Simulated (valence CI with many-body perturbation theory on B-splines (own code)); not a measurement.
## Tl L: calculated level list

Level of theory: configuration interaction combined with many-body perturbation theory (CI+MBPT): four valence electrons over a frozen Dirac-Fock core [Ar] 3d10, a basis of 11 s, 11 p, 10 d, 8 f, 5 g, 2 h functions for each j, with the one-electron correlation potential Σ1 (screened to all orders), the two-electron term Σ2, the three-electron term Σ3, Breit, model QED; selected single and double excitations, second order for the rest, scaled by the run's own slope (own B-spline code, finite nucleus).

No measured spectrum was set against this ion. As an estimate, large intervals hold to a few tenths of a per cent, small ones and those within an open d or f shell to about a per cent. Among the levels kept, up to 400 cm⁻¹ of a level comes from second order outside the variational space, and about a tenth of that is noise between levels of different J, which matters for small intervals.

Levels 91 to 135 of 180, with energies above the lowest level, (4s^2 4p1/2^2) J=0. "Leading %" is the weight of the configuration and term that name the level; weights of strongly mixed levels are sums over their largest components and can fall short. In the jj column 3d3/2^4 stands for four electrons in 3d with j = 3/2.

```tsv
No.	Configuration	Term	J	E (eV)	Leading %	Second component	Leading jj
91	4s2.4p.4f	1D	2	741.90	38	25 % 4s2.4p.4f 3D	4s^2 4p3/2 4f7/2 (66 %)
92	4s2.4d2	1D	2	756.69	38	20 % 4s2.4d2 3P	4s^2 4d5/2^2 (62 %)
93	4s2.4d2	1G	4	757.21	30	28 % 4s2.4p.4f 1G	4s^2 4d5/2^2 (35 %)
94	4s.4p2.4d	3D	2	760.42	25	20 % 4s.4p2.4d 5P	4s 4p3/2^2 4d3/2 (86 %)
95	4s2.4d2	1S	0	760.49	57	21 % 4s2.4d2 3P	4s^2 4d5/2^2 (77 %)
96	4p3.4d	3F°	4	761.25	46	23 % 4p3.4d 5D°	4p1/2^2 4p3/2 4d5/2 (92 %)
97	4s.4p2.4d	5P	1	761.49	34	22 % 4s.4p2.4d 3P	4s 4p3/2^2 4d3/2 (92 %)
98	4s.4p2.4d	3F	3	763.37	24	22 % 4s.4p2.4d 5D	4s 4p3/2^2 4d3/2 (82 %)
99	4p3.4d	3D°	2	766.04	34	21 % 4p3.4d 3P°	4p1/2^2 4p3/2 4d5/2 (91 %)
100	4s.4p.4d2	5G°	2	769.62	60	29 % 4s.4p.4d2 3F°	4s 4p1/2 4d3/2^2 (94 %)
101	4s.4p2.4d	3F	4	771.67	43	14 % 4s.4p2.4d 5F	4s 4p3/2^2 4d3/2 (79 %)
102	4p3.4d	3D°	3	777.36	33	16 % 4p3.4d 1F°	4p1/2^2 4p3/2 4d5/2 (82 %)
103	4s.4p2.4d	3D	1	778.29	47	16 % 4s.4p2.4d 3P	4s 4p3/2^2 4d3/2 (90 %)
104	4s.4p.4d2	5G°	3	779.25	33	21 % 4s.4p.4d2 3F°	4s 4p1/2 4d3/2^2 (86 %)
105	4p3.4d	3D°	1	781.08	34	26 % 4p3.4d 3P°	4p1/2^2 4p3/2 4d5/2 (89 %)
106	4s.4p2.4d	3P	0	782.08	77	10 % 4s.4p2.4d 5D	4s 4p3/2^2 4d3/2 (72 %)
107	4s.4p2.4d	5F	5	782.34	55	42 % 4s.4p2.4d 3G	4s 4p3/2^2 4d5/2 (95 %)
108	4s.4p2.4d	3D	2	785.59	47	14 % 4s.4p2.4d 1D	4s 4p3/2^2 4d3/2 (86 %)
109	4s.4p2.4d	3F	4	786.62	47	26 % 4s.4p2.4d 5D	4s 4p3/2^2 4d5/2 (84 %)
110	4s.4p.4d2	5D°	0	789.33	55	38 % 4s.4p.4d2 3P°	4s 4p1/2 4d3/2^2 (90 %)
111	4s.4p2.4d	3F	3	789.69	34	27 % 4s.4p2.4d 1F	4s 4p3/2^2 4d3/2 (86 %)
112	4s.4p2.4d	3D	1	790.24	64	14 % 4s.4p2.4d 3P	4s 4p3/2^2 4d3/2 (91 %)
113	4s.4p2.4d	3F	2	792.12	29	24 % 4s.4p2.4d 3D	4s 4p3/2^2 4d3/2 (88 %)
114	4s.4p.4d2	5D°	1	795.88	27	22 % 4s.4p.4d2 3P°	4s 4p1/2 4d3/2^2 (94 %)
115	4s.4p.4d2	5F°	1	796.02	36	27 % 4s.4p.4d2 3D°	4s 4p1/2 4d3/2^2 (89 %)
116	4s.4p.4d2	5F°	2	799.05	28	27 % 4s.4p.4d2 3D°	4s 4p1/2 4d3/2^2 (84 %)
117	4s.4p2.4d	3P	0	799.50	45	34 % 4s.4p2.4d 1S	4s 4p3/2^2 4d5/2 (60 %)
118	4s.4p2.4d	3P	1	799.60	37	25 % 4s.4p2.4d 1P	4s 4p3/2^2 4d5/2 (94 %)
119	4s.4p2.4d	3D	3	800.73	50	22 % 4s.4p2.4d 1F	4s 4p3/2^2 4d5/2 (92 %)
120	4s.4p.4d2	5G°	3	805.79	26	16 % 4s.4p.4d2 5F°	4s 4p1/2 4d3/2 4d5/2 (83 %)
121	4s.4p.4d2	5G°	4	807.20	32	12 % 4s.4p.4d2 3H°	4s 4p1/2 4d3/2 4d5/2 (83 %)
122	4s.4p2.4d	3D	3	807.48	73	7 % 4s.4p2.4d 3F	4s 4p3/2^2 4d5/2 (97 %)
123	4s.4p.4d2	5D°	2	808.48	25	12 % 4s.4p.4d2 5P°	4s 4p1/2 4d3/2 4d5/2 (83 %)
124	4s.4p.4d2	5P°	1	810.51	40	31 % 4s.4p.4d2 5D°	4s 4p1/2 4d3/2 4d5/2 (95 %)
125	4s.4p2.4d	3F	4	811.23	60	19 % 4s.4p2.4d 1G	4s 4p3/2^2 4d5/2 (95 %)
126	4s.4p2.4d	1D	2	813.15	37	30 % 4s.4p2.4d 3D	4s 4p3/2^2 4d5/2 (88 %)
127	4s.4p.4d2	3H°	5	814.94	24	18 % 4s.4p.4d2 3G°	4s 4p1/2 4d3/2 4d5/2 (78 %)
128	4s.4p.4d2	3H°	4	817.65	36	10 % 4s.4p.4d2 5G°	4s 4p1/2 4d3/2 4d5/2 (82 %)
129	4s.4p2.4d	1D	2	817.90	36	16 % 4s.4p2.4d 3D	4s 4p3/2^2 4d5/2 (94 %)
130	4s.4p.4d2	3G°	3	820.48	39	10 % 4s.4p.4d2 3F°	4s 4p1/2 4d3/2 4d5/2 (84 %)
131	4s.4p2.4d	3D	3	821.23	47	22 % 4s.4p2.4d 1F	4s 4p3/2^2 4d5/2 (90 %)
132	4s.4p.4d2	5D°	2	821.51	12	11 % 4s.4p.4d2 3F°	4s 4p1/2 4d3/2 4d5/2 (68 %)
133	4s.4p.4d2	3D°	1	824.21	36	14 % 4s.4p2.4f 5F°	4s 4p1/2 4d3/2 4d5/2 (59 %)
134	4s.4p2.4f	5G°	3	825.04	29	17 % 4s.4p2.4f 3D°	4s 4p1/2 4p3/2 4f5/2 (72 %)
135	4s.4p2.4d	3P	1	825.51	36	35 % 4s.4p2.4d 1P	4s 4p3/2^2 4d5/2 (93 %)
```

Where two levels of one J and parity lie close, their mixing, g and order are uncertain.
